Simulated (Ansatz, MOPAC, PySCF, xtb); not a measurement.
The molecule ZrS, closed-shell singlet (lowest of 2S+1 = 1, 3, 5, 7 at CCSD(T)/def2-TZVPP on PBE0 minima; our sources give no spin for the ground state, which may be another). No spin–orbit coupling.

Constants: fifth-degree fit in 1/R to seven points, most abundant isotopes. Runs in def2 and cc sets follow the lowest solution found near the PBE0 minimum. The singlet is held restricted. HF and MP2 rows in def2 and cc sets belong to the determinant that coupled cluster picked by its CCSD energy.

Programs: Ansatz (Gaussian basis) for Hartree–Fock, density functionals and correlated methods; MOPAC for PM6 (differences of heats of formation); PySCF for 3-21G rows, STO-3G rows; xtb for the GFN methods. Each number belongs to the level named beside it. In def2 rows elements past Kr take small-core potentials, without spin–orbit coupling.

```tsv
level	r_e (Å)	ω_e (cm⁻¹)	α_e (cm⁻¹)	B_e (cm⁻¹)	dipole (D)
PM6	2.195	581	0.00028	0.148	-
GFN1-xTB	2.231	641	0.00061	0.144	-
HF/STO-3G	2.146	757	0.00033	0.155	5.46
HF/3-21G	2.205	547	0.00046	0.147	6.48
HF/def2-TZVPP	2.152	593	0.00042	0.154	-
HF/def2-QZVPP	2.150	592	0.00042	0.155	-
SVWN5/def2-TZVPP	2.141	569	0.00050	0.156	3.05
PBE/def2-TZVPP	2.159	553	0.00050	0.153	3.12
r2SCAN/def2-TZVPP	2.153	567	0.00048	0.154	3.41
B97M-V/def2-TZVPP	2.155	566	0.00048	0.154	3.19
B3LYP/def2-TZVPP	2.158	561	0.00048	0.153	3.54
PBE0/def2-TZVPP	2.141	579	0.00047	0.156	3.58
BHLYP/def2-TZVPP	2.143	586	0.00045	0.156	4.06
CAM-B3LYP/def2-TZVPP	2.143	583	0.00045	0.156	3.93
wB97X-V/def2-TZVPP	2.137	594	0.00044	0.157	4.15
wB97M-V/def2-TZVPP	2.141	588	0.00044	0.156	3.99
B2PLYP/def2-TZVPP	2.163	554	0.00050	0.153	-
MP2/def2-TZVPP	2.147	583	0.00043	0.155	-
MP2/def2-QZVPP	2.139	585	0.00043	0.156	-
MP2/CBS(def2-TZVPP, def2-QZVPP)	2.135	587	0.00044	0.157	-
SCS-MP2/def2-TZVPP	2.153	579	0.00043	0.154	-
SCS-MP2/def2-QZVPP	2.146	581	0.00043	0.155	-
CCSD/def2-TZVPP	2.155	578	0.00044	0.154	-
CCSD/def2-QZVPP	2.146	583	0.00044	0.155	-
CCSD(T)/def2-TZVPP	2.173	550	0.00049	0.151	-
CCSD(T)/def2-QZVPP	2.162	557	0.00048	0.153	-
CCSD(T)/CBS(def2-TZVPP, def2-QZVPP)	2.156	562	0.00048	0.154	-
```

Correlated levels freeze the inner cores; with def2 sets outer-core shells near the valence are correlated too. CBS: X⁻³ extrapolation of the correlation energy, Hartree–Fock from the larger set. Rows in 3-21G, STO-3G carry no dispersion term and start afresh at each structure; the Pople sets are all-electron and without relativity. The state that PM6 reach isn't checked.

Doubts at one or more of the structures used: a restricted determinant that unrestricted orbitals would lower (HF/def2-TZVPP, HF/def2-QZVPP, B2PLYP/def2-TZVPP, MP2/def2-TZVPP, MP2/def2-QZVPP, MP2/CBS(def2-TZVPP, def2-QZVPP), SCS-MP2/def2-TZVPP, SCS-MP2/def2-QZVPP, CCSD/def2-TZVPP, CCSD/def2-QZVPP, CCSD(T)/def2-TZVPP, CCSD(T)/def2-QZVPP, CCSD(T)/CBS(def2-TZVPP, def2-QZVPP)).

Ansatz is a program for electronic structure.
